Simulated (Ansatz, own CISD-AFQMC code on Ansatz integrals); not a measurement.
H3B2N, SMILES `B=BN` (charge 0, multiplicity 1).

Cartesian coordinates (Å):
SMILES: NB=B
```xyz
6

B      1.6722     0.1032     0.8705
B      0.1698     0.0107     0.8766
N     -1.1894    -0.0734     0.8820
H      2.8410     0.1754     0.8657
H     -1.7681     0.1858     0.0951
H     -1.7254    -0.4017     1.6734
```
Charge 0, spin multiplicity 1.

Frozen-core energies in cc-pVDZ from Ansatz (a quantum-chemistry and plane-wave program) at a geometry from B3LYP-D3(BJ)/def2-TZVP; the HF reference has <S^2> = 0.00 (restricted, and unstable towards unrestricted orbitals) and the T1 diagnostic is 0.019.

```tsv
level	energy (Ha)
HF	-105.48073
MP2	-105.79451
CCSD	-105.83136
CCSD(T)	-105.84282
```

Question: Estimate the energies of CCSDT, phaseless AFQMC, CISD trial (own CISD-AFQMC code on Ansatz integrals; ±0.37 mHa) and CCSDT(Q), and give each level's difference from CCSDT(Q).

Answer: 
```
level                                                                             energy (Ha)  difference from CCSDT(Q) (mHa)
--------------------------------------------------------------------------------  -----------  ------------------------------
MP2                                                                                -105.79451                           50.52
CCSD                                                                               -105.83136                           13.66
CCSD(T)                                                                            -105.84282                            2.21
CCSDT                                                                              -105.84408                            0.94
phaseless AFQMC, CISD trial (own CISD-AFQMC code on Ansatz integrals; ±0.37 mHa)   -105.84466                            0.36
CCSDT(Q)                                                                           -105.84503                            0.00
```
